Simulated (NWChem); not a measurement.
Program: NWChem. System: BrGe, charge 0, spin multiplicity 2, at a geometry optimised with UB3LYP/def2-SVP. The structure started from a generated list of species. Its SCF solution wasn't tested for a lower state. Level: UHF/6-311G** (spherical d).

The NWChem input:

```
start mol
memory heap 200 mb stack 900 mb global 1100 mb
geometry units angstroms nocenter noautoz
  Ge     0.000000     0.000000     1.229817
  Br     0.000000     0.000000    -1.124404
  symmetry group C2v
end
basis spherical
  * library 6-311g**
end
scf
  uhf
  nopen 1
  maxiter 100
  thresh 1e-7
  semidirect memsize 60000000 filesize 0
  # guess.movecs holds the orbitals of an unrestricted PBE0 run
  vectors input guess.movecs output mol.movecs
end
task scf energy
```

NWChem printed:

```
             Northwest Computational Chemistry Package (NWChem) 7.3.0
             --------------------------------------------------------

                                NWChem Input Module
                                -------------------

 Scaling coordinates for geometry "geometry" by  1.889725989
 (inverse scale =  0.529177249)

 Turning off AUTOSYM since
 SYMMETRY directive was detected!

                             Geometry "geometry" -> ""
                             -------------------------

 Output coordinates in angstroms (scale by  1.889725989 to convert to a.u.)

  No.       Tag          Charge          X              Y              Z
 ---- ---------------- ---------- -------------- -------------- --------------
    1 Ge                  32.0000     0.00000000     0.00000000     1.22981700
    2 Br                  35.0000     0.00000000     0.00000000    -1.12440400

 Effective nuclear repulsion energy (a.u.)     251.7514366237

            Nuclear Dipole moment (a.u.)
            ----------------------------
        X                 Y               Z
 ---------------- ---------------- ----------------
     0.0000000000     0.0000000000     0.0000075589

      Symmetry information
      --------------------

 Group name             C2v
 Group number             16
 Group order               4
 No. of unique centers     2

      Symmetry unique atoms

     1    2


 Summary of "ao basis" -> "" (spherical)
 ------------------------------------------------------------------------------
       Tag                 Description            Shells   Functions and Types
 ---------------- ------------------------------  ------  ---------------------
 *                          6-311g**                  on all atoms

 Summary of "ao basis" -> "ao basis" (spherical)
 ------------------------------------------------------------------------------
       Tag                 Description            Shells   Functions and Types
 ---------------- ------------------------------  ------  ---------------------
 Ge                         6-311g**                18       44   8s7p3d
 Br                         6-311g**                18       44   8s7p3d

                                 NWChem SCF Module
                                 -----------------

  ao basis        = "ao basis"
  functions       =    88
  atoms           =     2
  alpha electrons =    34
  beta  electrons =    33
  charge          =   0.00
  wavefunction    = UHF
  use symmetry    = T
  symmetry adapt  = T

 Summary of "ao basis" -> "ao basis" (spherical)
 ------------------------------------------------------------------------------
       Tag                 Description            Shells   Functions and Types
 ---------------- ------------------------------  ------  ---------------------
 Ge                         6-311g**                18       44   8s7p3d
 Br                         6-311g**                18       44   8s7p3d

      Symmetry analysis of basis
      --------------------------

        a1         42
        a2          6
        b1         20
        b2         20

 Forming initial guess at       0.0s

   Symmetry analysis of molecular orbitals - initial alpha
   -------------------------------------------------------

  Numbering of irreducible representations:

     1 a1          2 a2          3 b1          4 b2

  Orbital symmetries:

     1 a1          2 a1          3 a1          4 a1          5 b1
     6 b2          7 a1          8 b1          9 a1         10 b2
    11 a1         12 a1         13 b1         14 b2         15 a1
    16 b1         17 a1         18 b2         19 a1         20 b1
    21 b2         22 a2         23 a1         24 a1         25 b1
    26 a2         27 a1         28 b2         29 a1         30 a1
    31 a1         32 b2         33 b1         34 b2         35 b1
    36 a1         37 a1         38 b2         39 b1         40 a1
    41 a1         42 b2         43 b1         44 a2

   Symmetry analysis of molecular orbitals - initial beta
   ------------------------------------------------------

  Numbering of irreducible representations:

     1 a1          2 a2          3 b1          4 b2

  Orbital symmetries:

     1 a1          2 a1          3 a1          4 a1          5 b1
     6 b2          7 a1          8 b1          9 a1         10 b2
    11 a1         12 a1         13 b1         14 b2         15 a1
    16 b1         17 a1         18 b2         19 a1         20 b1
    21 b2         22 a2         23 a1         24 a1         25 b1
    26 a2         27 b2         28 a1         29 a1         30 a1
    31 b1         32 a1         33 b2         34 b1         35 b2
    36 a1         37 a1         38 b1         39 b2         40 a1
    41 a1         42 b1         43 b2         44 b1

 Starting SCF solution at       0.0s

 ----------------------------------------------
         Quadratically convergent UHF

 Convergence threshold     :          1.000E-07
 Maximum no. of iterations :          100
 Integral*density screening:          1.000E-09
 ----------------------------------------------

              iter       energy          gnorm     gmax       time
             ----- ------------------- --------- --------- --------
                 1    -4647.6898577348  2.17D+00  4.42D-01      0.4
                 2    -4647.7127362710  2.07D-01  3.94D-02      0.5
                 3    -4647.7145036161  1.05D-02  2.63D-03      0.5
                 4    -4647.7145631628  6.45D-05  2.33D-05      0.6
                 5    -4647.7145631648  8.61D-09  2.70D-09      0.8

       Final UHF  results
[...]
   26   -1.6740
   27   -1.6701
   28   -1.6690
   29   -1.0001
   30   -0.6471
   31   -0.4389
   32   -0.4216
   33   -0.4191
   34   -0.2897
   35   -0.0123
   36    0.0793
   37    0.2163
   38    0.2323
   39    0.2417
   40    0.3073
   41    0.3951
   42    0.4477
   43    0.4548
   44    0.4745

          Final beta eigenvalues
          ----------------------

              1
    1 -490.0094
    2 -405.2821
    3  -65.1441
    4  -58.5036
    5  -58.5030
    6  -58.5023
    7  -52.1891
    8  -46.2770
    9  -46.2760
   10  -46.2728
   11   -9.8244
   12   -7.4360
   13   -7.4322
   14   -7.4298
   15   -7.2303
   16   -5.2073
   17   -5.2037
   18   -5.1924
   19   -3.1743
   20   -3.1731
   21   -3.1712
   22   -3.1673
   23   -3.1671
   24   -1.6782
   25   -1.6766
   26   -1.6702
   27   -1.6653
   28   -1.6650
   29   -0.9949
   30   -0.5893
   31   -0.4222
   32   -0.4153
   33   -0.3990
   34    0.0014
   35    0.0413
   36    0.0915
   37    0.2380
   38    0.2467
   39    0.2653
   40    0.3251
   41    0.3998
   42    0.4555
   43    0.4638
   44    0.4939

                    UHF Final Alpha Molecular Orbital Analysis
                    ------------------------------------------

 Vector   32  Occ=1.000000D+00  E=-4.216085D-01  Symmetry=b1
              MO Center= -8.4D-16, -6.3D-16, -9.8D-01, r^2= 1.7D+00
   Bfn.  Coefficient  Atom+Function         Bfn.  Coefficient  Atom+Function
  ----- ------------  ---------------      ----- ------------  ---------------
    68      0.550486  2 Br px                71      0.366049  2 Br px
    59     -0.272541  2 Br px                65      0.231957  2 Br px

 Vector   33  Occ=1.000000D+00  E=-4.190643D-01  Symmetry=a1
              MO Center=  5.4D-14, -3.2D-14,  5.8D-02, r^2= 3.6D+00
   Bfn.  Coefficient  Atom+Function         Bfn.  Coefficient  Atom+Function
  ----- ------------  ---------------      ----- ------------  ---------------
    70      0.455097  2 Br pz                 8     -0.327738  1 Ge s
     7     -0.296059  1 Ge s                 73      0.267455  2 Br pz
    61     -0.224046  2 Br pz                26     -0.221375  1 Ge pz
    67      0.186843  2 Br pz                 6      0.165485  1 Ge s
    23     -0.157897  1 Ge pz

 Vector   34  Occ=1.000000D+00  E=-2.897424D-01  Symmetry=b2
              MO Center=  8.0D-16, -8.8D-15,  9.5D-01, r^2= 3.3D+00
   Bfn.  Coefficient  Atom+Function         Bfn.  Coefficient  Atom+Function
  ----- ------------  ---------------      ----- ------------  ---------------
    25      0.493039  1 Ge py                28      0.350349  1 Ge py
    22      0.282498  1 Ge py                72     -0.251365  2 Br py
    69     -0.228056  2 Br py                16     -0.205051  1 Ge py

 Vector   35  Occ=0.000000D+00  E=-1.228740D-02  Symmetry=b1
              MO Center=  2.1D-13, -5.9D-15,  1.2D+00, r^2= 3.9D+00
   Bfn.  Coefficient  Atom+Function         Bfn.  Coefficient  Atom+Function
  ----- ------------  ---------------      ----- ------------  ---------------
    27      0.651276  1 Ge px                24      0.296998  1 Ge px
    71     -0.261524  2 Br px                21      0.245039  1 Ge px
    15     -0.171292  1 Ge px

 Vector   36  Occ=0.000000D+00  E= 7.928834D-02  Symmetry=a1
              MO Center= -3.7D-14, -2.8D-13,  1.2D+00, r^2= 6.3D+00
   Bfn.  Coefficient  Atom+Function         Bfn.  Coefficient  Atom+Function
  ----- ------------  ---------------      ----- ------------  ---------------
    29      1.127112  1 Ge pz                52      0.796244  2 Br s
    73      0.605372  2 Br pz                 8     -0.480781  1 Ge s
    23      0.207607  1 Ge pz                 7     -0.182269  1 Ge s
    70      0.176617  2 Br pz                26      0.168370  1 Ge pz

 Vector   37  Occ=0.000000D+00  E= 2.163119D-01  Symmetry=b2
              MO Center=  3.8D-17, -1.2D-14,  1.4D+00, r^2= 7.7D+00
   Bfn.  Coefficient  Atom+Function         Bfn.  Coefficient  Atom+Function
  ----- ------------  ---------------      ----- ------------  ---------------
    28      1.606148  1 Ge py                25     -1.407540  1 Ge py
    72     -0.153273  2 Br py

                     UHF Final Beta Molecular Orbital Analysis
                     -----------------------------------------

 Vector   31  Occ=1.000000D+00  E=-4.221633D-01  Symmetry=b1
              MO Center=  6.9D-13, -3.9D-16, -1.0D+00, r^2= 1.7D+00
   Bfn.  Coefficient  Atom+Function         Bfn.  Coefficient  Atom+Function
  ----- ------------  ---------------      ----- ------------  ---------------
    68      0.554574  2 Br px                71      0.368470  2 Br px
    59     -0.274264  2 Br px                65      0.233288  2 Br px

 Vector   32  Occ=1.000000D+00  E=-4.153419D-01  Symmetry=b2
              MO Center= -1.4D-15,  7.4D-14, -1.0D+00, r^2= 1.6D+00
   Bfn.  Coefficient  Atom+Function         Bfn.  Coefficient  Atom+Function
  ----- ------------  ---------------      ----- ------------  ---------------
    69      0.560232  2 Br py                72      0.373452  2 Br py
    60     -0.277304  2 Br py                66      0.236425  2 Br py

 Vector   33  Occ=1.000000D+00  E=-3.990410D-01  Symmetry=a1
              MO Center= -1.6D-14,  2.5D-14,  4.3D-01, r^2= 3.7D+00
   Bfn.  Coefficient  Atom+Function         Bfn.  Coefficient  Atom+Function
  ----- ------------  ---------------      ----- ------------  ---------------
    70     -0.424751  2 Br pz                 7      0.395575  1 Ge s
     8      0.363272  1 Ge s                 73     -0.253222  2 Br pz
     6     -0.214634  1 Ge s                 26      0.209074  1 Ge pz
    61      0.203973  2 Br pz                67     -0.165814  2 Br pz
    23      0.163913  1 Ge pz

 Vector   34  Occ=0.000000D+00  E= 1.390411D-03  Symmetry=b1
              MO Center= -6.3D-15, -1.4D-15,  1.2D+00, r^2= 4.0D+00
   Bfn.  Coefficient  Atom+Function         Bfn.  Coefficient  Atom+Function
  ----- ------------  ---------------      ----- ------------  ---------------
    27      0.688267  1 Ge px                24      0.260717  1 Ge px
    71     -0.257440  2 Br px                21      0.248377  1 Ge px
    15     -0.167945  1 Ge px

 Vector   35  Occ=0.000000D+00  E= 4.133471D-02  Symmetry=b2
              MO Center=  1.4D-15,  3.1D-14,  1.2D+00, r^2= 4.4D+00
   Bfn.  Coefficient  Atom+Function         Bfn.  Coefficient  Atom+Function
  ----- ------------  ---------------      ----- ------------  ---------------
    28      0.802084  1 Ge py                22      0.256992  1 Ge py
    72     -0.255818  2 Br py                16     -0.155587  1 Ge py

 Vector   36  Occ=0.000000D+00  E= 9.153075D-02  Symmetry=a1
              MO Center= -3.9D-15,  3.7D-15,  1.2D+00, r^2= 6.5D+00
   Bfn.  Coefficient  Atom+Function         Bfn.  Coefficient  Atom+Function
  ----- ------------  ---------------      ----- ------------  ---------------
    29      1.176682  1 Ge pz                52      0.808623  2 Br s
    73      0.622051  2 Br pz                 8     -0.516372  1 Ge s
    23      0.212032  1 Ge pz                 7     -0.209343  1 Ge s

 center of mass
 --------------
 x =   0.00000000 y =   0.00000000 z =   0.01292232

 moments of inertia (a.u.)
 ------------------
         760.040880191234           0.000000000000           0.000000000000
           0.000000000000         760.040880191234           0.000000000000
           0.000000000000           0.000000000000           0.000000000000

  Mulliken analysis of the total density
  --------------------------------------

    Atom       Charge   Shell Charges
 -----------   ------   -------------------------------------------------------
    1 Ge  32    31.68   0.77  1.19  1.04  0.94  0.87  1.17  1.24  0.73  0.50  5.48  4.50  1.48  0.48  0.86  0.36  8.17  1.78  0.14
    2 Br  35    35.32   0.75  1.21  1.20  0.77  1.03  1.00  1.22  0.78  0.47  5.50  4.82  1.11  0.81  2.99  1.64  7.77  2.14  0.12

  Mulliken analysis of the alpha density
  --------------------------------------

    Atom       Charge   Shell Charges
 -----------   ------   -------------------------------------------------------
    1 Ge  32    16.34   0.39  0.59  0.52  0.47  0.43  0.58  0.62  0.38  0.25  2.74  2.26  0.73  0.35  0.68  0.31  4.08  0.89  0.08
    2 Br  35    17.66   0.37  0.61  0.60  0.39  0.51  0.50  0.61  0.39  0.24  2.75  2.41  0.55  0.41  1.50  0.81  3.88  1.07  0.06

   Mulliken analysis of the beta density
   -------------------------------------

    Atom       Charge   Shell Charges
 -----------   ------   -------------------------------------------------------
    1 Ge  32    15.34   0.39  0.59  0.52  0.47  0.43  0.58  0.62  0.36  0.25  2.74  2.24  0.75  0.13  0.18  0.05  4.09  0.89  0.06
    2 Br  35    17.66   0.37  0.61  0.60  0.39  0.51  0.50  0.61  0.39  0.24  2.75  2.41  0.56  0.40  1.49  0.83  3.88  1.07  0.06

   Mulliken analysis of the spin density
   -------------------------------------

    Atom       Charge   Shell Charges
 -----------   ------   -------------------------------------------------------
    1 Ge  32     1.00  -0.00 -0.00  0.00 -0.00  0.00 -0.00  0.00  0.02  0.00 -0.00  0.02 -0.02  0.22  0.49  0.26 -0.01  0.01  0.01
    2 Br  35    -0.00   0.00 -0.00  0.00 -0.00  0.00 -0.00  0.00 -0.00  0.00 -0.00  0.00 -0.00  0.01  0.01 -0.02 -0.00  0.00  0.00

       Multipole analysis of the density wrt the origin
       ------------------------------------------------

     L   x y z        total         alpha         beta         nuclear
     -   - - -        -----         -----         ----         -------
     0   0 0 0     -0.000000    -34.000000    -33.000000     67.000000

     1   1 0 0     -0.000000      0.000000     -0.000000      0.000000
     1   0 1 0      0.000000      0.000000     -0.000000      0.000000
     1   0 0 1      0.920589     -0.628086      1.548667      0.000008

     2   2 0 0    -25.024509    -13.332710    -11.691799      0.000000
     2   1 1 0      0.000000      0.000000     -0.000000      0.000000
     2   1 0 1      0.000000     -0.000000      0.000000      0.000000
     2   0 2 0    -28.535063    -17.108434    -11.426629      0.000000
     2   0 1 1      0.000000      0.000000      0.000000      0.000000
     2   0 0 2    -26.790290   -182.322220   -175.321278    330.853208

 Task  times  cpu:        0.8s     wall:        0.8s

 Total times  cpu:        0.8s     wall:        0.8s
```
